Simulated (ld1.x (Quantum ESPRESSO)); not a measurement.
# Before and after: ultrasoft potential for F (Z = 9)

* Element: fluorine
* Generator: ld1.x (Quantum ESPRESSO) 7.5
* Type: ultrasoft
* Functional: LDA (PZ)
* Relativity: scalar-relativistic
* Frozen core: [He]
* Valence charge: 7
* Reference configuration: 2s2 2p4 (charge +1)
* Partial waves: 2s (bound): rcut 0.65, rcutus 0.85 bohr; 2s channel at 1.1 Ry: rcut 0.65, rcutus 0.85 bohr; 2p (bound): rcut 0.75, rcutus 1.00 bohr; 2p channel at -1.55 Ry: rcut 0.75, rcutus 1.00 bohr
* Local potential: all-electron potential smoothed inside 0.75 bohr (lloc = -1)
* Core correction: a·sin(br)/r model core inside 0.75 bohr
* Augmentation charge: built from norm-conserving waves at rcut, not smoothed further

Change: type RRKJ; waves now 2s (bound): rc 0.85 bohr; 2p (bound): rc 1.00 bohr; local potential all-electron potential smoothed inside 0.90 bohr (lloc = -2); rho0 0.001.

Cutoffs: the cutoffs (Ry, on a coarse ladder) from which the occupation-weighted sum of valence levels, in a spherical-Bessel basis at the reference potential, stays within 10 and 1 mRy of its value at 400 Ry; they do not see the model core or the augmentation charge, which bear on the density cutoff. Errors are all-electron minus pseudo energies relative to the spin-unpolarised reference configuration.

Problem. Predict the effect on cutoff, ghosts and configuration errors.

Solution. The potential gets harder (70 Ry and 120 Ry → 160 Ry and 200 Ry); of the 9 tests that both files solve, the error grows in 5 and shrinks in 1 by more than 15 % and 0.3 meV (median size 18.3 → 31.8 meV); neither file shows a bound ghost. Several settings change at once here, so the effects cannot be laid on one of them.

```csv
quantity,base,changed
"cutoff, loose",70 Ry,160 Ry
"cutoff, tight",120 Ry,200 Ry
loose cutoff by channel (10 mRy a level),"s 21 Ry, p 70 Ry","s 160 Ry, p 100 Ry"
bound ghosts,none,none
"error for 2s2 2p5, meV [ΔE -19.56 eV]",+2.8,+1.2
"error for 2s2 2p3, meV [ΔE 38.51 eV]",+4.9,+14
"error for 2s2 2p2, meV [ΔE 99.24 eV]",+49,+135
"error for 2s1 2p5, meV [ΔE 18.66 eV]",+14,+21
"error for 2s2 2p4.5, meV [ΔE -11.92 eV]",+1.2,+1.2
"error for 2s1 2p6, meV [ΔE -1.16 eV]",+18,+33
"error for 2s2 2p1, meV [ΔE 185.11 eV]",+234,+580
"error for 2s2 2p4 (spin-polarised), meV [ΔE -1.83 eV]",+178,+157
"error for 2s2 2p5 (spin-polarised), meV [ΔE -19.93 eV]",+37,+32
s: phases at 1.10 bohr within 0.05 rad from the reference energy up to (Ry; the scan ends near 5),to the end of the scan,to the end of the scan
p: phases at 1.10 bohr within 0.05 rad from the reference energy up to (Ry; the scan ends near 5),to the end of the scan,to the end of the scan
```
